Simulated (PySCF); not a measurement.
## Computed structure and properties of TlBr

System: TlBr (singlet); start: template (C∞v). Method: PySCF 2.14.0, RKS B3LYP, Tl def2-SVP with ECP60, Br def2-SVP; non-relativistic Hamiltonian with scalar-relativistic core potentials where named; density fitting; no spin-orbit coupling.

Input of the relaxation:

```python
mol = gto.M(atom='''
Tl     0.00000     0.00000    -0.80143
Br     0.00000     0.00000     2.08157''',
    basis={'Tl': 'def2-SVP', 'Br': 'def2-SVP'},
    ecp={'Tl': 'def2-SVP'},
    charge=0, spin=0)
mf = dft.RKS(mol, xc='B3LYP')
mf.grids.atom_grid = (50, 194)
mf = mf.density_fit()  # fitting sets: Tl def2-universal-JKFIT, Br def2-universal-JKFIT
mf.conv_tol = 1e-08; mf.max_cycle = 55
mf.kernel(dm0)  # dm0: converged density of the start geometry
# quasi-Newton relaxation in Cartesian coordinates to a largest gradient under 0.00045 Eh/bohr, steps kept in the point group
```

Run from Python with OMP_NUM_THREADS=2; the lines above give its settings. Where DIIS fails, smearing, a level shift and second-order steps follow.
It took 3.9 s on 2 threads of Arm Neoverse V1, on a shared host, from the converged density of the start.

Course of the relaxation:

```json
{"step": "0", "energy above end (eV)": "0.1089", "largest force component within the symmetry (eV/Å)": "1.029"}
{"step": "1", "energy above end (eV)": "0.0222", "largest force component within the symmetry (eV/Å)": "0.533"}
{"step": "2", "energy above end (eV)": "0.0036", "largest force component within the symmetry (eV/Å)": "0.233"}
{"step": "3", "energy above end (eV)": "0.0000", "largest force component within the symmetry (eV/Å)": "0.026"}
{"step": "4", "energy above end (eV)": "0.0000", "largest force component within the symmetry (eV/Å)": "0.001"}
```

Relaxed geometry (C∞v):

```xyz
2

Tl    0.0000    0.0000   -0.7067
Br    0.0000    0.0000    1.9868
```

```json
{"contact": "Tl1–Br2 (Br)", "Å": "2.694"}
```

On the finer grid (75, 302):

```yaml
HOMO: -6.91 eV
LUMO: -2.06 eV
Dipole_about_the_centre_of_mass: 4.36 D
Set_of_Mulliken_populations_of_Tl1_outside_the_core_potential: s 3.96, p 6.59, d 10.04
D3_BJ_dispersion_energy_not_in_the_energies: -0.092 eV
```

```tsv
atom	Mulliken (e)	Löwdin (e)	spin (e)
Tl1	0.40	0.21	0.00
Br2	-0.40	-0.21	0.00
```

On the grid (50, 194), as all that follows. Harmonic modes: a minimum; lowest 186 cm⁻¹ (negative: unstable), highest 186 cm⁻¹, zero-point energy 0.012 eV.

Taking off one Br (charge -1, singlet; the rest: singlet) in vacuum, both parts rigid, costs 6.67 eV; the small basis without counterpoise inflates it. Most of it is the attraction of opposite charges; other ways to part are cheaper, and one spin state was tried for the rest.

Rigid scan of Br along the line from its metal:

```csv
distance to Br2 (Å),energy (eV)
2.39,0.491
2.49,0.190
2.59,0.041
2.69,0.000
2.79,0.033
2.89,0.120
3.09,0.382
3.39,0.863
3.79,1.481
4.29,2.107
```

One start shape was tried, so this needn't be the lowest isomer.
